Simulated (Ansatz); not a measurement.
Cartesian coordinates in Å:
```
C 1.051 -0.168 -1.495
C -0.334 0.393 -1.184
Si -0.522 1.004 0.579
C -0.069 -0.334 1.824
S -1.063 -1.838 1.633
H 1.284 -1.036 -0.871
H 1.832 0.576 -1.317
H 1.133 -0.487 -2.537
H -1.109 -0.356 -1.382
H -0.562 1.234 -1.848
H 0.394 2.165 0.793
H -1.919 1.444 0.837
H 0.996 -0.575 1.808
H -0.297 0.030 2.829
H -0.816 -2.052 0.331
```

Total charge 0; spin multiplicity 1.

Question: List the B3LYP/def2-TZVPP orbital energies in eV (Ansatz 0.2.0). (Estimate.)

Answer: Computed: Occupied: -2417.88, -1798.66, -277.38, -276.85, -276.64, -215.86, -160.44, -160.35, -160.18, -143.21, -98.53, -98.53, -98.51, -21.40, -20.81, -17.62, -17.10, -13.87, -12.61, -12.24, -11.59, -10.89, -10.55, -10.39, -9.70, -9.08, -8.65, -8.31, -6.49. Lowest empty: 0.05, 0.37, 1.25, 1.33, 1.44, 1.75, 1.99, 2.33.

B3LYP here is the variant with VWN-RPA as its local correlation; programs differ in this.
